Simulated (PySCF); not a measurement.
## Calculated data, FH$_{2}$NSi$_{2}$, ClFH$_{2}$Si$_{2}$, BH$_{3}$NOSi, B$_{2}$H$_{4}$NSi

All values are calculated (PySCF 2.14.0). Calculation on a computer-drawn molecule: optimised geometry and harmonic frequencies of an isolated molecule of the commonest isotopes, restricted reference for singlets and unrestricted otherwise, frozen core in MP2.

Common to all runs: multiplicity 1.

(1) FH$_{2}$NSi$_{2}$

Start structure:
```xyz
6
FH2NSi2
F      0.0273    -3.0439     0.5659
Si     0.4077    -2.9196    -1.0355
N     -0.7462    -1.7213    -1.5031
Si    -1.9643    -0.7865    -0.9599
H     -1.7715     0.5849    -0.5198
H     -3.3379    -1.1189    -0.9603
```

Settings of this run: charge 0, method HF and basis cc-pV(D+d)Z.

Results for FH$_{2}$NSi$_{2}$: rotational constants 18.08, 2.108, 1.931 GHz; total energy -732.9573 hartree; convergence status largest gradient component 3.161e-05 hartree/bohr.

Drawn bonds:
```
atom  other atom  order
   1           2      1
   2           3      1
   3           4      2
   4           5      1
   4           6      1
```

Optimised structure:
```xyz
6
FH2NSi2
F      0.4767    -3.4100     0.4787
Si     0.3523    -2.8745    -1.0664
N     -0.8945    -1.7584    -0.9343
Si    -2.0388    -0.6950    -0.9518
H     -1.8293     0.7431    -0.7269
H     -3.4513    -1.0106    -1.2120
```

Modes:
```
frequency (cm⁻¹)  reduced mass (dalton)
           104.9                  4.478
             111                  9.048
             208                  1.158
           382.3                  13.45
           640.3                  13.14
           754.1                  1.244
           759.7                  1.178
           826.4                  20.94
            1091                  1.066
            1453                  14.51
            2372                  1.055
            2372                  1.031
```

(2) FH$_{2}$NSi$_{2}$

Start structure:
```xyz
6
FH2NSi2
F      0.4767    -3.4100     0.4787
Si     0.3523    -2.8745    -1.0664
N     -0.8945    -1.7584    -0.9343
Si    -2.0388    -0.6950    -0.9518
H     -1.8293     0.7431    -0.7269
H     -3.4513    -1.0106    -1.2120
```

It was run with charge 0, method MP2 and basis cc-pV(D+d)Z.

The calculation gives: rotational constants 18.68, 2, 1.847 GHz; total energy -733.4803 hartree; convergence status largest gradient component 1.726e-05 hartree/bohr.

Drawn bonds:
```
atom  other atom  order
   1           2      1
   2           3      1
   3           4      2
   4           5      1
   4           6      1
```

Optimised structure:
```xyz
6
FH2NSi2
F      0.5463    -3.4749     0.4698
Si     0.3668    -2.8861    -1.0657
N     -0.9085    -1.7641    -0.8614
Si    -2.0682    -0.6670    -0.9538
H     -1.8426     0.7786    -0.7573
H     -3.4787    -0.9920    -1.2443
```

Modes:
```
frequency (cm⁻¹)  reduced mass (dalton)
           70.93                  5.109
           96.82                  9.671
           239.4                  1.139
             336                  14.72
           582.5                  12.71
           655.6                  1.167
           698.3                  1.226
           814.2                  20.69
            1032                  1.064
            1319                  14.44
            2309                   1.03
            2322                  1.057
```

(3) ClFH$_{2}$Si$_{2}$

Start structure:
```xyz
6
ClFH2Si2
F     -1.9304     2.1606     0.7437
Si    -0.3436     1.9436     1.1286
Si     0.4168     0.6412    -0.6356
Cl     2.2107     1.6530    -1.0464
H      0.8555    -0.5953    -0.1002
H     -0.0338     0.3163    -2.0022
```

It was run with charge 0, method HF and basis cc-pV(D+d)Z.

It finds rotational constants 10.3, 1.383, 1.236 GHz; total energy -1138.0331 hartree; convergence status largest gradient component 1.581e-05 hartree/bohr.

Drawn bonds:
```
atom  other atom  order
   1           2      1
   2           3      1
   3           4      1
   3           5      1
   3           6      1
```

Optimised structure:
```xyz
6
ClFH2Si2
F     -1.9089     1.5874     0.9367
Si    -0.4892     2.3921     0.8240
Si     0.5580     0.7421    -0.6461
Cl     2.5003     1.3877    -1.0826
H      0.6711    -0.5890    -0.0102
H     -0.1561     0.5990    -1.9339
```

Modes:
```
frequency (cm⁻¹)  reduced mass (dalton)
            39.9                  11.18
           94.91                   14.3
           204.2                  16.23
           371.4                  1.194
             440                  12.69
           542.2                  15.44
           729.8                  1.051
           834.5                  4.832
           870.6                  1.371
            1010                  1.063
            2311                   1.03
            2318                  1.053
```

(4) ClFH$_{2}$Si$_{2}$

Start structure:
```xyz
6
ClFH2Si2
F     -1.9089     1.5874     0.9367
Si    -0.4892     2.3921     0.8240
Si     0.5580     0.7421    -0.6461
Cl     2.5003     1.3877    -1.0826
H      0.6711    -0.5890    -0.0102
H     -0.1561     0.5990    -1.9339
```

Here we set charge 0, method MP2 and basis cc-pV(D+d)Z.

Results for ClFH$_{2}$Si$_{2}$: rotational constants 10.29, 1.376, 1.231 GHz; total energy -1138.5279 hartree; convergence status largest gradient component 1.034e-05 hartree/bohr.

Drawn bonds:
```
atom  other atom  order
   1           2      1
   2           3      1
   3           4      1
   3           5      1
   3           6      1
```

Optimised structure:
```xyz
6
ClFH2Si2
F     -1.9192     1.5813     0.9375
Si    -0.4849     2.3988     0.8260
Si     0.5675     0.7498    -0.6453
Cl     2.5052     1.3864    -1.0854
H      0.6658    -0.5909    -0.0134
H     -0.1591     0.5939    -1.9314
```

Modes:
```
frequency (cm⁻¹)  reduced mass (dalton)
           40.81                  10.81
           76.16                  13.81
           191.3                  16.47
           322.7                  1.198
           423.4                  12.42
           545.5                  14.18
           698.5                  1.052
           803.2                  1.869
           830.5                  2.558
           956.6                  1.061
            2254                   1.03
            2268                  1.052
```

(5) BH$_{3}$NOSi

Start structure:
```xyz
7
BH3NOSi
N     -0.5998     2.0399     1.4172
B     -0.4306     1.3377     0.3452
O     -0.4097     0.6547    -0.7297
Si     0.4562    -0.8640    -1.2980
H      0.1045     2.5564     1.8931
H      0.4159    -1.6008     0.0484
H      1.8807    -0.3223    -1.0978
```

It was run with charge -1, method MP2 and basis aug-cc-pV(D+d)Z.

It finds rotational constants 31.23, 2.64, 2.506 GHz; total energy -445.3407 hartree; convergence status largest gradient component 1.83e-05 hartree/bohr.

Drawn bonds:
```
atom  other atom  order
   1           2      2
   2           3      1
   3           4      1
   1           5      1
   4           6      1
   4           7      1
```

Optimised structure:
```xyz
7
BH3NOSi
N     -0.5738     1.9936     1.4317
B     -0.4204     1.3239     0.3064
O     -0.4812     0.6662    -0.8178
Si     0.4719    -0.8870    -1.2953
H      0.1444     2.5268     1.9040
H      0.4096    -1.5400     0.0966
H      1.8667    -0.2820    -1.0471
```

Modes:
```
frequency (cm⁻¹)  reduced mass (dalton)
            55.9                  1.399
           104.9                  4.892
           166.5                  1.316
           409.7                   3.92
           466.1                  2.421
           557.1                   5.61
           636.5                  2.502
             749                  1.086
           808.8                  1.125
             989                  1.054
            1045                  10.93
            1859                  7.175
            1951                   1.05
            1971                  1.067
            3708                  1.081
```

(6) B$_{2}$H$_{4}$NSi

Start structure:
```xyz
8
B2H4NSi
N     -2.2025     2.9184    -1.1194
B     -1.3359     2.3076    -0.4564
B     -0.2375     1.4751     0.3124
Si     1.0326     0.5024     1.3399
H     -2.9151     3.4744    -1.5740
H      1.0543     0.8691     2.6862
H      0.7051    -0.9513     1.2008
H      2.3188     0.7815     0.8183
```

Here we set charge 1, method HF and basis cc-pV(D+d)Z.

The calculation gives: rotational constants 81.58, 1.67, 1.67 GHz; total energy -394.7569 hartree; convergence status largest gradient component 1.926e-05 hartree/bohr.

Drawn bonds:
```
atom  other atom  order
   1           2      2
   2           3      1
   3           4      1
   1           5      1
   4           6      1
   4           7      1
   4           8      1
```

Optimised structure:
```xyz
8
B2H4NSi
N     -2.2474     2.9764    -1.1230
B     -1.4150     2.3455    -0.5038
B     -0.2729     1.4796     0.3460
Si     1.1484     0.4016     1.4016
H     -2.9283     3.4928    -1.6292
H      0.9981     0.9027     2.7754
H      0.7287    -0.9929     1.2002
H      2.4083     0.7717     0.7405
```

Modes:
```
frequency (cm⁻¹)  reduced mass (dalton)
           121.4                  3.881
           121.4                  3.881
           339.6                  2.724
           339.6                  2.724
           367.8                  8.315
           627.6                  1.585
           627.6                  1.584
           731.9                  1.243
           731.9                  1.243
           937.8                  1.136
           992.3                  1.038
           992.4                  1.038
            1003                  8.021
            2175                  7.431
            2363                  1.012
            2387                  1.054
            2387                  1.054
            3989                  1.111
```
